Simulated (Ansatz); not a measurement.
Ansatz (an electronic-structure program) input file for C₃H₁₀Si₃, SMILES C(=C)C1[SiH2][SiH2][SiH2]1, PBE-D3(BJ)/def2-SVP. 

Ansatz 0.2 input:
```yaml
crystal:
  periodic: [false, false, false]
  atoms:
    - {symbol: C, position_ang: [3.33765866, 0.34342506, -0.00000000]}
    - {symbol: C, position_ang: [2.17844113, -0.32669693, -0.00000000]}
    - {symbol: C, position_ang: [0.81431829, 0.27637191, -0.00000000]}
    - {symbol: Si, position_ang: [-0.38423490, -0.17317049, -1.44325775]}
    - {symbol: Si, position_ang: [-2.21595310, 0.21360192, 0.00000000]}
    - {symbol: Si, position_ang: [-0.38423489, -0.17317049, 1.44325775]}
    - {symbol: H, position_ang: [3.36678938, 1.43812185, -0.00000000]}
    - {symbol: H, position_ang: [4.29703459, -0.18025410, -0.00000000]}
    - {symbol: H, position_ang: [2.20911445, -1.42449641, 0.00000000]}
    - {symbol: H, position_ang: [0.87857260, 1.38161608, 0.00000001]}
    - {symbol: H, position_ang: [-0.26623535, -1.62984625, -1.75374616]}
    - {symbol: H, position_ang: [-0.17609972, 0.60922227, -2.69734667]}
    - {symbol: H, position_ang: [-3.38741616, -0.70700763, 0.00000000]}
    - {symbol: H, position_ang: [-2.68001276, 1.63301473, 0.00000001]}
    - {symbol: H, position_ang: [-0.17609972, 0.60922226, 2.69734667]}
    - {symbol: H, position_ang: [-0.26623535, -1.62984626, 1.75374616]}
basis:
  gaussian:
    orbitals: def2-SVP
hamiltonian:
  xc: pbe
  dispersion: d3bj
relax: {f_tol: 0.002, max_steps: 200}
```

Program output:

```
WARN ansatz: RAYON_NUM_THREADS=2 ignored (pool sized by the plan → 2); use --threads N
Functional definition: PBE
integrals: 0.10 GiB planned
1642 factors; their error is unknown
mean field: 0.54 GiB planned
mean field evaluation 1: about -26868.6132 eV, gradient 6.1e1 eV
mean field evaluation 2: about -26826.2462 eV, gradient 1.3e2 eV
mean field evaluation 4: about -26878.8712 eV, gradient 1.2e1 eV
mean field evaluation 8: about -26879.3355 eV, gradient 3.6e-1 eV
mean field evaluation 16: about -26879.1988 eV, gradient 1.0e-3 eV
mean field -26879.19877908 eV, -987.7923357557 hartree, gradient 5.6e-5 eV, S^2 0.000000; 0 other end points of the search recorded, 0 dependent functions left out
the calculation of the forces begins
reference -26879.19882326 eV, -987.7923373795 hartree; 35, 35 occupied and 111, 111 virtual orbitals, 1642 factors
relax step   1: F+E_penalty+E_count = -26879.67128468 eV  Δ(F+E_penalty+E_count) = +0.000e0 eV  max|allowed force component| = 3.982e-1 eV/Å  Δτ_max = 0.0000 Å  (33 SCF iters, accepted)
these checks for a lower state are left out or cut short: starts, cluster_reference, orbital_swaps, neighbouring_geometries, increment
integrals: 0.10 GiB planned
1642 factors; their error is unknown
mean field: 0.54 GiB planned
mean field -26879.21663861 eV, -987.7929920815 hartree, gradient 6.7e-6 eV, S^2 0.000000; 0 other end points of the search recorded, 0 dependent functions left out
the calculation of the forces begins
reference -26879.21668282 eV, -987.7929937063 hartree; 35, 35 occupied and 111, 111 virtual orbitals, 1642 factors
relax step   2: F+E_penalty+E_count = -26879.68747232 eV  Δ(F+E_penalty+E_count) = -1.619e-2 eV  max|allowed force component| = 1.246e-1 eV/Å  Δτ_max = 0.0278 Å  (33 SCF iters, accepted)
these checks for a lower state are left out or cut short: starts, cluster_reference, orbital_swaps, neighbouring_geometries, increment
integrals: 0.10 GiB planned
1642 factors; their error is unknown
mean field: 0.54 GiB planned
mean field evaluation 32: about -26879.3572 eV, gradient 1.3e-3 eV
mean field -26879.21879323 eV, -987.7930712625 hartree, gradient 6.9e-6 eV, S^2 0.000000; 0 other end points of the search recorded, 0 dependent functions left out
the calculation of the forces begins
reference -26879.21883753 eV, -987.7930728903 hartree; 35, 35 occupied and 111, 111 virtual orbitals, 1642 factors
relax step   3: F+E_penalty+E_count = -26879.68949468 eV  Δ(F+E_penalty+E_count) = -2.022e-3 eV  max|allowed force component| = 5.312e-2 eV/Å  Δτ_max = 0.0190 Å  (34 SCF iters, accepted)
these checks for a lower state are left out or cut short: starts, cluster_reference, orbital_swaps, neighbouring_geometries, increment
integrals: 0.10 GiB planned
1642 factors; their error is unknown
mean field: 0.54 GiB planned
mean field -26879.21920978 eV, -987.7930865703 hartree, gradient 1.9e-5 eV, S^2 0.000000; 0 other end points of the search recorded, 0 dependent functions left out
the calculation of the forces begins
reference -26879.21925407 eV, -987.7930881977 hartree; 35, 35 occupied and 111, 111 virtual orbitals, 1642 factors
relax step   4: F+E_penalty+E_count = -26879.68987015 eV  Δ(F+E_penalty+E_count) = -3.755e-4 eV  max|allowed force component| = 1.634e-2 eV/Å  Δτ_max = 0.0084 Å  (24 SCF iters, accepted)
these checks for a lower state are left out or cut short: starts, cluster_reference, orbital_swaps, neighbouring_geometries, increment
integrals: 0.10 GiB planned
1642 factors; their error is unknown
mean field: 0.54 GiB planned
mean field -26879.21930609 eV, -987.7930901095 hartree, gradient 6.9e-6 eV, S^2 0.000000; 0 other end points of the search recorded, 0 dependent functions left out
the calculation of the forces begins
reference -26879.21935035 eV, -987.7930917363 hartree; 35, 35 occupied and 111, 111 virtual orbitals, 1642 factors
relax step   5: F+E_penalty+E_count = -26879.69018381 eV  Δ(F+E_penalty+E_count) = -3.137e-4 eV  max|allowed force component| = 2.036e-2 eV/Å  Δτ_max = 0.0192 Å  (34 SCF iters, accepted)
these checks for a lower state are left out or cut short: starts, cluster_reference, orbital_swaps, neighbouring_geometries, increment
integrals: 0.10 GiB planned
1642 factors; their error is unknown
mean field: 0.54 GiB planned
mean field -26879.21914665 eV, -987.7930842503 hartree, gradient 6.9e-6 eV, S^2 0.000000; 0 other end points of the search recorded, 0 dependent functions left out
the calculation of the forces begins
reference -26879.21919091 eV, -987.7930858769 hartree; 35, 35 occupied and 111, 111 virtual orbitals, 1642 factors
relax step   6: F+E_penalty+E_count = -26879.69032215 eV  Δ(F+E_penalty+E_count) = -1.383e-4 eV  max|allowed force component| = 2.230e-2 eV/Å  Δτ_max = 0.0221 Å  (33 SCF iters, accepted)
these checks for a lower state are left out or cut short: starts, cluster_reference, orbital_swaps, neighbouring_geometries, increment
integrals: 0.10 GiB planned
1642 factors; their error is unknown
mean field: 0.54 GiB planned
mean field evaluation 64: about -26879.2193 eV, gradient 8.1e-5 eV
mean field -26879.21927558 eV, -987.7930889885 hartree, gradient 1.2e-5 eV, S^2 0.000000; 0 other end points of the search recorded, 0 dependent functions left out
the calculation of the forces begins
reference -26879.21931985 eV, -987.7930906153 hartree; 35, 35 occupied and 111, 111 virtual orbitals, 1642 factors
relax step   7: F+E_penalty+E_count = -26879.69047479 eV  Δ(F+E_penalty+E_count) = -1.526e-4 eV  max|allowed force component| = 1.047e-2 eV/Å  Δτ_max = 0.0051 Å  (25 SCF iters, accepted)
these checks for a lower state are left out or cut short: starts, cluster_reference, orbital_swaps, neighbouring_geometries, increment
integrals: 0.10 GiB planned
1642 factors; their error is unknown
mean field: 0.54 GiB planned
mean field -26879.21928504 eV, -987.7930893362 hartree, gradient 6.9e-6 eV, S^2 0.000000; 0 other end points of the search recorded, 0 dependent functions left out
the calculation of the forces begins
reference -26879.21932932 eV, -987.7930909633 hartree; 35, 35 occupied and 111, 111 virtual orbitals, 1642 factors
relax step   8: F+E_penalty+E_count = -26879.69056069 eV  Δ(F+E_penalty+E_count) = -8.590e-5 eV  max|allowed force component| = 1.129e-2 eV/Å  Δτ_max = 0.0101 Å  (33 SCF iters, accepted)
these checks for a lower state are left out or cut short: starts, cluster_reference, orbital_swaps, neighbouring_geometries, increment
integrals: 0.10 GiB planned
1642 factors; their error is unknown
mean field: 0.54 GiB planned
mean field -26879.21928109 eV, -987.7930891910 hartree, gradient 2.7e-5 eV, S^2 0.000000; 0 other end points of the search recorded, 0 dependent functions left out
the calculation of the forces begins
reference -26879.21932537 eV, -987.7930908181 hartree; 35, 35 occupied and 111, 111 virtual orbitals, 1642 factors
relax step   9: F+E_penalty+E_count = -26879.69059408 eV  Δ(F+E_penalty+E_count) = -3.339e-5 eV  max|allowed force component| = 1.231e-2 eV/Å  Δτ_max = 0.0092 Å  (22 SCF iters, accepted)
these checks for a lower state are left out or cut short: starts, cluster_reference, orbital_swaps, neighbouring_geometries, increment
integrals: 0.10 GiB planned
1642 factors; their error is unknown
mean field: 0.54 GiB planned
mean field -26879.21932620 eV, -987.7930908487 hartree, gradient 9.7e-6 eV, S^2 0.000000; 0 other end points of the search recorded, 0 dependent functions left out
the calculation of the forces begins
reference -26879.21937048 eV, -987.7930924757 hartree; 35, 35 occupied and 111, 111 virtual orbitals, 1642 factors
relax step  10: F+E_penalty+E_count = -26879.69060434 eV  Δ(F+E_penalty+E_count) = -1.026e-5 eV  max|allowed force component| = 4.977e-3 eV/Å  Δτ_max = 0.0033 Å  (23 SCF iters, accepted)
these checks for a lower state are left out or cut short: starts, cluster_reference, orbital_swaps, neighbouring_geometries, increment
integrals: 0.10 GiB planned
1642 factors; their error is unknown
mean field: 0.54 GiB planned
mean field -26879.21935776 eV, -987.7930920085 hartree, gradient 7.9e-5 eV, S^2 0.000000; 0 other end points of the search recorded, 0 dependent functions left out
the calculation of the forces begins
reference -26879.21940204 eV, -987.7930936355 hartree; 35, 35 occupied and 111, 111 virtual orbitals, 1642 factors
relax step  11: F+E_penalty+E_count = -26879.69060628 eV  Δ(F+E_penalty+E_count) = -1.937e-6 eV  max|allowed force component| = 1.708e-3 eV/Å  Δτ_max = 0.0011 Å  (20 SCF iters, accepted)
integrals: 0.10 GiB planned
1642 factors; their error is unknown
mean field: 0.54 GiB planned
mean field evaluation 96: about -26878.1714 eV, gradient 1.7e1 eV
mean field -26879.21935776 eV, -987.7930920085 hartree, gradient 7.9e-5 eV, S^2 0.000000; 1 other end points of the search recorded, 0 dependent functions left out
the calculation of the forces begins
reference -26879.21940204 eV, -987.7930936355 hartree; 35, 35 occupied and 111, 111 virtual orbitals, 1642 factors
Total energy: -26879.69065055 eV, -987.8104116992 hartree
Atom 0 at     3.349735     0.373550     0.000008 Å, force    -0.000755    -0.000892     0.000018 eV/Å
Atom 1 at     2.188615    -0.311293     0.000006 Å, force     0.000417     0.001639    -0.000095 eV/Å
Atom 2 at     0.819558     0.280067    -0.000027 Å, force     0.000589    -0.001708     0.000064 eV/Å
Atom 3 at    -0.391343    -0.195451    -1.433422 Å, force     0.000738    -0.000102    -0.000621 eV/Å
Atom 4 at    -2.220454     0.236239    -0.000074 Å, force    -0.000621     0.000621     0.000674 eV/Å
Atom 5 at    -0.391385    -0.195393     1.433351 Å, force     0.000474    -0.000517     0.000522 eV/Å
Atom 6 at     3.368643     1.476341     0.000002 Å, force     0.000289    -0.000110    -0.000027 eV/Å
Atom 7 at     4.319819    -0.146391     0.000020 Å, force    -0.000216     0.000398     0.000030 eV/Å
Atom 8 at     2.228303    -1.417137     0.000022 Å, force    -0.000218    -0.000249    -0.000005 eV/Å
Atom 9 at     0.864677     1.394406    -0.000045 Å, force     0.000358     0.000887    -0.000008 eV/Å
Atom 10 at    -0.288158    -1.676813    -1.694189 Å, force    -0.000276     0.000017     0.000200 eV/Å
Atom 11 at    -0.173023     0.543926    -2.727975 Å, force    -0.000379     0.000241    -0.000026 eV/Å
Atom 12 at    -3.431601    -0.653358     0.000083 Å, force    -0.000130    -0.000035    -0.000174 eV/Å
Atom 13 at    -2.636569     1.684206     0.000215 Å, force     0.000064    -0.000443    -0.000428 eV/Å
Atom 14 at    -0.173076     0.543973     2.727912 Å, force    -0.000372     0.000262    -0.000007 eV/Å
Atom 15 at    -0.288333    -1.676765     1.694115 Å, force     0.000039    -0.000009    -0.000118 eV/Å
Dipole moment:    -0.028551     0.056788    -0.000062 e Å
```

Self-consistency was reached.
